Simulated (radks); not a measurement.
Results of a calculation; reference values are marked as such.
Ionisation of the ytterbium ion Yb4+, [Xe] 4f12, to [Kr] 4d10 4f12 5s2 5p5 as the strength of local exchange is varied. Code: a radial shooting solver on a logarithmic mesh with Libxc functionals. Model: scalar-relativistic Kohn-Sham, Slater X-alpha exchange (alpha = 2/3 is LDA exchange), no correlation, spin-polarised, spherical densities, point nucleus; open shells are filled with parallel spins first (spin-orbit coupling, left out, can overturn this in heavy ions).

alpha = 0.598: E(Yb4+) (hartree) -14012.4067; exchange (hartree) -246.2993; IE (eV) 77.823; -e of the level emptied (eV) 70.266 (5p); <r> of it (bohr) 1.357
alpha = 0.608: E(Yb4+) (hartree) -14016.5444; exchange (hartree) -250.4955; IE (eV) 78.051; -e of the level emptied (eV) 70.493 (5p); <r> of it (bohr) 1.356
alpha = 0.667: E(Yb4+) (hartree) -14040.9828; exchange (hartree) -275.3043; IE (eV) 79.406; -e of the level emptied (eV) 71.839 (5p); <r> of it (bohr) 1.349
alpha = 0.781: E(Yb4+) (hartree) -14088.3288; exchange (hartree) -323.4891; IE (eV) 82.068; -e of the level emptied (eV) 74.489 (5p); <r> of it (bohr) 1.335
alpha = 0.91: E(Yb4+) (hartree) -14142.1045; exchange (hartree) -378.4087; IE (eV) 85.147; -e of the level emptied (eV) 77.561 (5p); <r> of it (bohr) 1.319
